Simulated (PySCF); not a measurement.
A structure optimised at PBE0-D3(BJ)/def2-SVP, used in a PySCF frequency run:

```
Se
F 1 1.6638
F 1 1.6638 2 100.64
F 1 1.7382 2 95.58 3 -96.76
F 1 1.7382 2 95.58 4 -166.47
```
Charge +1, spin multiplicity 2.

Write its SMILES, formula and point group.

F[Se+](F)(F)F, F4Se, C2v

What are its rotational constants (standard atomic weights)?

4.9585, 3.3301, 2.8972 GHz
